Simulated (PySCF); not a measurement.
## Mayer bond orders and bond lengths

Compound: C6H9N2 (charge +1).
SMILES with atom numbers: `[CH2:1]=[C:2]([C:3]#[N:4])[CH:5]=[N+:6]([CH3:7])[CH3:8]` (hydrogens: H9, H10 on C1; H11 on C5; H12, H13, H14 on C7; H15, H16, H17 on C8)

Structure used (GFN2-xTB), in Å, numbered top down from 1:
```
atom  x, y, z in Å
C1     2.6528    0.5639    0.8267
C2     1.5374   -0.0780    0.4177
C3     1.6486   -1.4663    0.1016
N4     1.7944   -2.5742   -0.1385
C5     0.2937    0.6450    0.3145
N6    -0.8631    0.2140   -0.0496
C7    -2.0003    1.0943   -0.0908
C8    -1.1332   -1.1487   -0.4401
H9     3.5935    0.0437    0.9114
H10    2.6474    1.6113    1.0828
H11    0.3666    1.6938    0.5858
H12   -2.4084    1.1215   -1.1032
H13   -2.7817    0.7180    0.5726
H14   -1.7384    2.1063    0.2111
H15   -0.9060   -1.8409    0.3724
H16   -0.5276   -1.4363   -1.3011
H17   -2.1827   -1.2555   -0.7033
```

Bond orders from the PBE0/pcSseg-1 density (PySCF). One conformer (not necessarily the lowest) at the GFN2-xTB geometry, without solvent, vibrations or thermal averaging.

(1) Where do the orders between heavy atoms depart from those drawn in the SMILES?

(2) Set the Mayer orders of the bonds beside their lengths.

Results:

(1) The largest departure is 0.467, at C5–N6 (drawn double, 1.533). Drawn single, order below 0.88: N6–C8 (0.876). Drawn double or triple, more than 0.30 short of the drawn order: C5–N6 (1.533). The SMILES, with its formal charges, is one Lewis structure only.

(2) 
| bond | drawn as | length (Å) | Mayer order |
| --- | --- | --- | --- |
| C1–C2 | double | 1.350 | 1.791 |
| C2–C3 | single | 1.428 | 0.990 |
| C3–N4 | triple | 1.143 | 2.978 |
| C2–C5 | single | 1.442 | 1.114 |
| C5–N6 | double | 1.287 | 1.533 |
| N6–C7 | single | 1.439 | 0.905 |
| N6–C8 | single | 1.443 | 0.876 |
| C1–H9 | single | 1.078 | 0.918 |
| C1–H10 | single | 1.078 | 0.936 |
| C5–H11 | single | 1.086 | 0.927 |
| C7–H12 | single | 1.092 | 0.936 |
| C7–H13 | single | 1.092 | 0.936 |
| C7–H14 | single | 1.088 | 0.947 |
| C8–H15 | single | 1.091 | 0.934 |
| C8–H16 | single | 1.091 | 0.934 |
| C8–H17 | single | 1.087 | 0.946 |

By pair of heavy elements: C–C: lowest C2–C3 (0.990, 1.428 Å), highest C1–C2 (1.791, 1.350 Å); in 1 of the 3 pairs the longer bond (by over 0.003 Å) has the higher order (by 0.02 or more). C–N: lowest N6–C8 (0.876, 1.443 Å), highest C3–N4 (2.978, 1.143 Å).

Task: Sum the orders of all bonds at each heavy atom with more than one neighbour and set the sums beside the valence in the SMILES.

Result: C1 3.645 (drawn 4), C2 3.895 (drawn 4), C3 3.968 (drawn 4), C5 3.574 (drawn 4), N6 3.314 (drawn 4), C7 3.724 (drawn 4), C8 3.690 (drawn 4). Orders between atoms that aren't bonded are not in these sums.

Mayer orders depend on the basis set.
